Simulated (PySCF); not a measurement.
A GIAO shielding run with PySCF (density fitting, non-relativistic, gas phase) on SMILES [C@@H]1(C)[C@H]([SiH3])[P@@]1(=O)C(F)(F)F, C$_{4}$H$_{8}$F$_{3}$OPSi:

```
$ OMP_NUM_THREADS=1 python probes_run.py task.json out

{"job": {"kind": "nmr", "xc": "PBE0", "basis": "pcSseg-1"}, "charge": 0, "multiplicity": 1}
C     -1.621031    -0.395482     0.185267
C     -0.174760    -0.311899     0.605646
C      0.568135     1.077612     0.618792
Si    -0.277979     2.680440     0.103730
P      1.101108    -0.084584    -0.625481
O      0.964483     0.034011    -2.103707
C      2.663344    -0.917704    -0.007146
F      2.685019    -0.945975     1.330022
F      3.742840    -0.267643    -0.425689
F      2.728081    -2.169231    -0.448041
H     -1.799270     0.124068    -0.767631
H     -2.278268     0.047097     0.950375
H     -1.917215    -1.445174     0.046514
H      0.089482    -0.945279     1.461376
H      1.241008     1.218545     1.474728
H     -0.968851     2.530451    -1.206934
H     -1.274787     3.076524     1.144445
H      0.774235     3.732276     0.001385
```

Hardware: 1 thread of an Intel Xeon Platinum 8259CL, shared host. The job also computes population analyses, field gradients, ring-centre shieldings.

**Question.** How large is the calculation?

**Answer.** 96 electrons, 224 basis functions and 1210 auxiliary functions.

**Question.** How long does it take, and how much memory does it need?

**Answer.** 62 s of wall time, with 15 SCF cycles and 5 response iterations; peak memory 1.1 GiB. Times on a shared host scatter by some tens of per cent.

**Question.** And these other runs on the same molecule and hardware: GIAO shielding at CAM-B3LYP/pcSseg-1?

**Answer.** CAM-B3LYP/pcSseg-1: 224 functions, 77 s.
